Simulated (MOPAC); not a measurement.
Input for MOPAC: PM6 on HF (SMILES F).

```
PM6 1SCF PRECISE CHARGE=0 THREADS=1
FH

F     -0.04811267 1    -0.99302390 1    -0.13729845 1
H      0.03747627 1    -0.48044510 1     0.64394619 1
```

The log:

```
*******************************************************************************
 **                                                                           **
 **                              MOPAC v23.2.5                                **
 **                                                                           **
 *******************************************************************************
 ** MOPAC's Digital Object Identifier: https://doi.org/10.5281/zenodo.6511958 **
 **                                                                           **
 ** Please cite the open-source release paper for use of this MOPAC version:  **
 ** J. E. Moussa and J. J. P. Stewart (2026)                                  **
 ** MOPAC: An open-source semiempirical molecular orbital program             **
 ** J. Open Source Softw., 11(119), 8025, https://doi.org/10.21105/joss.08025 **
 *******************************************************************************

                              PM6 CALCULATION RESULTS

 *******************************************************************************
 *  PM6        - The PM6 Hamiltonian to be used
 *
 *
 *
 *                 CHARGE ON SYSTEM = 0
 *
 *
 *
 *  PRECISE    - TIGHTER CRITERIA TO BE USED
 *  1SCF       - DO 1 SCF AND THEN STOP
 *  THREADS=1  - MULTI-THREADING NOT USED
 *  T=         - A TIME OF 172800.0 SECONDS REQUESTED
 *  DUMP=N     - RESTART FILE WRITTEN EVERY 7200.0 SECONDS REQUESTED
 *******************************************************************************
PM6 1SCF PRECISE CHARGE=0 THREADS=1
 FH

   ATOM   CHEMICAL          X               Y               Z
  NUMBER   SYMBOL      (ANGSTROMS)     (ANGSTROMS)     (ANGSTROMS)

     1       F         -0.04811267  *  -0.99302390  *  -0.13729845  *
     2       H          0.03747627  *  -0.48044510  *   0.64394619  *



          CARTESIAN COORDINATES

    NO.       ATOM           X           Y           Z

     1         F         -0.0481     -0.9930     -0.1373
     2         H          0.0375     -0.4804      0.6439

 General Reference for PM6:
 "Optimization of Parameters for Semiempirical Methods V: Modification of NDDO Approximations
 and Application to 70 Elements", J. J. P. Stewart, J. Mol. Mod., 13, 1173-1213 (2007)
 URL: https://link.springer.com/article/10.1007/s00894-007-0233-4

           Empirical Formula: H F  =     2 atoms



      MOLECULAR POINT GROUP   :   C*v


      RHF CALCULATION, NO. OF DOUBLY OCCUPIED LEVELS = 4


 -------------------------------------------------------------------------------
 PM6 1SCF PRECISE CHARGE=0 THREADS=1
 FH



     1SCF WAS SPECIFIED, SO BFGS WAS NOT USED
     SCF FIELD WAS ACHIEVED


                              PM6 CALCULATION
                                                       MOPAC v23.2.5 Linux




          FINAL HEAT OF FORMATION =        -63.11250 KCAL/MOL =    -264.06270 KJ/MOL


          COSMO AREA              =         39.68 SQUARE ANGSTROMS
          COSMO VOLUME            =         23.17 CUBIC ANGSTROMS

          IONIZATION POTENTIAL    =         15.880806 EV
          HOMO LUMO ENERGIES (EV) =        -15.881  4.381
          NO. OF FILLED LEVELS    =          4
          MOLECULAR WEIGHT        =         20.0063         POINT GROUP:  C*v

          MOLECULAR DIMENSIONS (Angstroms)

            Atom       Atom       Distance
            H     2    F     1     0.93830
            H     2    F     1     0.00000
            F     1    H     2     0.00000


          SCF CALCULATIONS        =          1





   ATOM   CHEMICAL          X               Y               Z
  NUMBER   SYMBOL      (ANGSTROMS)     (ANGSTROMS)     (ANGSTROMS)

     1       F         -0.04811267  *  -0.99302390  *  -0.13729845  *
     2       H          0.03747627  *  -0.48044510  *   0.64394619  *

                             CARTESIAN COORDINATES

   1    F       -0.048112670    -0.993023900    -0.137298450
   2    H        0.037476270    -0.480445100     0.643946190


           Empirical Formula: H F  =     2 atoms



      MOLECULAR POINT GROUP   :   C*v


                  EIGENVALUES
 -40.96424 -17.24970 -15.88081 -15.88081   4.38057


              NET ATOMIC CHARGES AND DIPOLE CONTRIBUTIONS

  ATOM NO.   TYPE          CHARGE      No. of ELECS.   s-Pop       p-Pop
    1          F          -0.266548        7.2665     1.96261     5.30394
    2          H           0.266548        0.7335     0.73345
 DIPOLE           X         Y         Z       TOTAL
 POINT-CHG.     0.110     0.656     1.000     1.201
 HYBRID         0.017     0.104     0.159     0.191
 SUM            0.127     0.760     1.159     1.392


          ATOMIC ORBITAL ELECTRON POPULATIONS

     Atom    s        px        py        pz
    1  F   1.96261   1.99421   1.79228   1.51746
    2  H   0.73345

 **********************
 *                    *
 * JOB ENDED NORMALLY *
 *                    *
 **********************




 == MOPAC DONE ==
```

The run finished.

Cost: very roughly 0.010 core-seconds.
